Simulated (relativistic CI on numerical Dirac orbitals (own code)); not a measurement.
Electric-dipole lines of Rb¹⁰⁺

These numbers are calculated, not measured: Dirac-Coulomb-Breit CI, separate exchange-only KLI orbitals for each configuration, a model potential for QED, unscaled Slater integrals (own radial code, finite nucleus).

Configuration list (outside the closed core [Ne]): 3s2 3p6 3d9, 3s2 3p5 3d10, 3s 3p6 3d10, 3s2 3p6 3d8 4s, 3s2 3p6 3d8 4p, 3s2 3p6 3d8 4d, 3s2 3p6 3d7 4s2, 3s2 3p6 3d7 4s 4p, 3s2 3p6 3d8 4f, 3s2 3p6 3d8 5s, 3s2 3p6 3d7 4p2, 3s2 3p6 3d8 5p, 3s2 3p6 3d7 4s 4d, 3s2 3p6 3d8 5d, 3s2 3p6 3d7 4p 4d, 3s2 3p5 3d9 4s, 3s2 3p6 3d8 5f, 3s2 3p6 3d8 6s, 3s2 3p6 3d8 5g, 3s2 3p6 3d8 6p, 3s2 3p5 3d9 4p, 3s2 3p6 3d8 6d, 3s2 3p6 3d7 4d2, 3s2 3p5 3d8 4s2, 3s2 3p4 3d10 4s, 3s2 3p5 3d8 4s 4p, 3s2 3p4 3d10 4p, 3s2 3p5 3d9 4d, 3s2 3p5 3d8 4p2, 3s2 3p5 3d8 4s 4d, 3s 3p6 3d9 4s, 3s2 3p4 3d10 4d, 3s 3p6 3d8 4s2, 3s 3p5 3d10 4s, 3s2 3p5 3d8 4p 4d, 3s2 3p5 3d9 4f. Levels of other configurations are missing.

| λ vac (Å) | Lower | Upper | A (s⁻¹) | gf | Branching (%) |
| --- | --- | --- | --- | --- | --- |
| 57.405 | 3s2 3p6 3d9 2D_5/2 [1] | 3s2 3p6 3d8 4f 2F°_7/2 [226] | 1.18e+12 | 4.65e+00 | 97.6 |
| 57.438 | 3s2 3p6 3d9 2D_5/2 [1] | 3s2 3p6 3d8 4f 2D°_5/2 [225] | 1.06e+12 | 3.15e+00 | 93.6 |
| 57.455 | 3s2 3p6 3d9 2D_5/2 [1] | 3s2 3p6 3d8 4f 2P°_3/2 [224] | 1.34e+12 | 2.65e+00 | 94.2 |
| 57.639 | 3s2 3p6 3d9 2D_3/2 [2] | 3s2 3p6 3d8 4f 2F°_5/2 [233] | 1.43e+12 | 4.27e+00 | 95.1 |
| 57.681 | 3s2 3p6 3d9 2D_3/2 [2] | 3s2 3p6 3d8 4f 2D°_3/2 [230] | 1.38e+12 | 2.75e+00 | 95.5 |
| 57.731 | 3s2 3p6 3d9 2D_3/2 [2] | 3s2 3p6 3d8 4f 2P°_1/2 [227] | 1.53e+12 | 1.53e+00 | 98.1 |
| 58.924 | 3s2 3p6 3d9 2D_5/2 [1] | 3s2 3p6 3d8 4f 2D°_5/2 [175] | 2.36e+11 | 7.38e-01 | 65.2 |
| 59.009 | 3s2 3p6 3d9 2D_5/2 [1] | 3s2 3p6 3d8 4f 2F°_7/2 [174] | 1.90e+11 | 7.94e-01 | 86.9 |
| 89.763 | 3s2 3p6 3d9 2D_3/2 [2] | 3s2 3p5 3d10 2P°_1/2 [24] | 3.91e+11 | 9.45e-01 | 99.9 |
| 94.800 | 3s2 3p6 3d9 2D_5/2 [1] | 3s2 3p5 3d10 2P°_3/2 [18] | 3.02e+11 | 1.63e+00 | 90.6 |
| 95.754 | 3s2 3p6 3d8 4s 4F_9/2 [3] | 3s2 3p5 3d9 4s 2F°_7/2 [356] | 8.38e+10 | 9.22e-01 | 25.9 |
| 98.746 | 3s2 3p6 3d8 4s 4F_7/2 [4] | 3s2 3p5 3d9 4s 2F°_7/2 [342] | 1.03e+11 | 1.21e+00 | 34.4 |
| 99.156 | 3s2 3p6 3d8 4s 4F_9/2 [3] | 3s2 3p5 3d9 4s 4F°_9/2 [339] | 1.34e+11 | 1.98e+00 | 91.3 |
| 301.81 | 3s2 3p6 3d8 4f 4I°_15/2 [138] | 3s2 3p6 3d8 5g 4K_17/2 [396] | 6.86e+10 | 1.69e+01 | 99.9 |
| 341.13 | 3s2 3p6 3d8 4p 4G°_9/2 [21] | 3s2 3p6 3d8 4d 4F_9/2 [71] | 1.37e+10 | 2.38e+00 | 44.9 |
| 342.96 | 3s2 3p6 3d8 4p 4D°_7/2 [20] | 3s2 3p6 3d8 4d 4D_5/2 [67] | 2.26e+10 | 2.39e+00 | 80.4 |
| 343.50 | 3s2 3p6 3d8 4p 4G°_9/2 [21] | 3s2 3p6 3d8 4d 4H_11/2 [70] | 2.51e+10 | 5.33e+00 | 82.9 |
| 344.88 | 3s2 3p6 3d8 4p 4D°_7/2 [20] | 3s2 3p6 3d8 4d 4D_7/2 [66] | 1.48e+10 | 2.11e+00 | 55.7 |
| 346.21 | 3s2 3p6 3d8 4p 2H°_9/2 [49] | 3s2 3p6 3d8 4d 2I_11/2 [114] | 2.83e+10 | 6.09e+00 | 95.3 |
| 354.73 | 3s2 3p6 3d8 4p 2F°_7/2 [43] | 3s2 3p6 3d8 4d 2G_9/2 [101] | 2.04e+10 | 3.85e+00 | 72.5 |
| 357.19 | 3s2 3p6 3d8 4p 4G°_11/2 [25] | 3s2 3p6 3d8 4d 4H_13/2 [69] | 2.79e+10 | 7.47e+00 | 100.0 |
| 358.42 | 3s2 3p6 3d8 4p 4G°_9/2 [33] | 3s2 3p6 3d8 4d 4H_11/2 [82] | 2.76e+10 | 6.37e+00 | 99.5 |
| 358.57 | 3s2 3p6 3d8 4p 2G°_7/2 [37] | 3s2 3p6 3d8 4d 2H_9/2 [91] | 2.50e+10 | 4.82e+00 | 89.5 |
| 359.89 | 3s2 3p6 3d8 4p 2H°_11/2 [56] | 3s2 3p6 3d8 4d 2I_13/2 [117] | 2.72e+10 | 7.39e+00 | 100.0 |
| 360.67 | 3s2 3p6 3d8 4p 4F°_9/2 [28] | 3s2 3p6 3d8 4d 4G_11/2 [73] | 2.04e+10 | 4.77e+00 | 73.8 |
| 380.63 | 3s2 3p6 3d8 4d 4H_11/2 [70] | 3s2 3p6 3d8 4f 4I°_13/2 [141] | 2.33e+10 | 7.10e+00 | 79.6 |
| 381.29 | 3s2 3p6 3d8 4d 4H_9/2 [78] | 3s2 3p6 3d8 4f 4I°_11/2 [157] | 2.67e+10 | 6.97e+00 | 90.7 |
| 382.43 | 3s2 3p6 3d8 4d 4H_13/2 [69] | 3s2 3p6 3d8 4f 4I°_15/2 [138] | 2.90e+10 | 1.02e+01 | 100.0 |
| 383.06 | 3s2 3p6 3d8 4d 2I_13/2 [117] | 3s2 3p6 3d8 4f 2K°_15/2 [202] | 2.86e+10 | 1.01e+01 | 100.0 |
| 383.57 | 3s2 3p6 3d8 4d 4H_11/2 [82] | 3s2 3p6 3d8 4f 4I°_13/2 [154] | 2.87e+10 | 8.85e+00 | 99.4 |
| 384.47 | 3s2 3p6 3d8 4d 4G_11/2 [73] | 3s2 3p6 3d8 4f 2I°_13/2 [142] | 2.38e+10 | 7.38e+00 | 82.5 |
| 384.56 | 3s2 3p6 3d8 4d 2H_9/2 [91] | 3s2 3p6 3d8 4f 2I°_11/2 [169] | 2.79e+10 | 7.43e+00 | 97.0 |
| 492.91 | 3s2 3p6 3d8 4s 2G_9/2 [16] | 3s2 3p6 3d8 4p 2G°_9/2 [63] | 6.49e+09 | 2.36e+00 | 85.9 |
| 497.70 | 3s2 3p6 3d8 4s 2G_7/2 [17] | 3s2 3p6 3d8 4p 2G°_7/2 [62] | 7.17e+09 | 2.13e+00 | 63.3 |
| 510.91 | 3s2 3p6 3d8 4s 4F_9/2 [3] | 3s2 3p6 3d8 4p 4F°_9/2 [28] | 3.98e+09 | 1.56e+00 | 61.0 |
| 519.22 | 3s2 3p6 3d8 4s 4F_7/2 [4] | 3s2 3p6 3d8 4p 2F°_7/2 [31] | 3.78e+09 | 1.22e+00 | 16.0 |
| 526.06 | 3s2 3p6 3d8 4s 4F_7/2 [4] | 3s2 3p6 3d8 4p 4F°_9/2 [28] | 2.24e+09 | 9.31e-01 | 34.4 |
| 527.61 | 3s2 3p6 3d8 4s 4F_9/2 [3] | 3s2 3p6 3d8 4p 4G°_11/2 [25] | 6.27e+09 | 3.14e+00 | 100.0 |
| 536.96 | 3s2 3p6 3d8 4s 2F_7/2 [7] | 3s2 3p6 3d8 4p 4G°_9/2 [33] | 5.16e+09 | 2.23e+00 | 84.2 |
| 542.49 | 3s2 3p6 3d8 4s 2G_9/2 [16] | 3s2 3p6 3d8 4p 2H°_11/2 [56] | 5.83e+09 | 3.09e+00 | 100.0 |
| 560.20 | 3s2 3p6 3d8 4s 4F_9/2 [3] | 3s2 3p6 3d8 4p 4G°_9/2 [21] | 2.10e+09 | 9.89e-01 | 43.4 |
| 564.84 | 3s2 3p6 3d8 4s 4F_7/2 [4] | 3s2 3p6 3d8 4p 4D°_5/2 [22] | 3.60e+09 | 1.03e+00 | 74.0 |
| 578.45 | 3s2 3p6 3d8 4s 4F_7/2 [4] | 3s2 3p6 3d8 4p 4G°_9/2 [21] | 2.41e+09 | 1.21e+00 | 49.9 |
| 584.10 | 3s2 3p6 3d8 4s 4F_9/2 [3] | 3s2 3p6 3d8 4p 4D°_7/2 [20] | 4.16e+09 | 1.70e+00 | 87.7 |
| 584.15 | 3s2 3p6 3d8 4s 2G_7/2 [17] | 3s2 3p6 3d8 4p 2H°_9/2 [49] | 4.00e+09 | 2.05e+00 | 86.4 |

Terms are leading LS components. Brackets give the number of a level in order of energy, since labels repeat. The list gives strong lines, with weight on those to low levels, without lines whose two gauges differ by over a factor of 2.5, among the lowest 400 of 7523 levels, so that lines to higher ones, which can be the strongest, are missing. Levels whose partners in the same complex of configurations lie outside the list can be far off, and so can their lines. Rates are taken at the computed energies, electric ones in the length gauge.

At this charge energies of transitions that change n are usually good to better than 1 %, and those within a shell (Δn = 0) to a few per cent.

LS names give the leading component of a level, which can be under half, so a name can repeat, a term be missing and a line seem to break the LS rules.
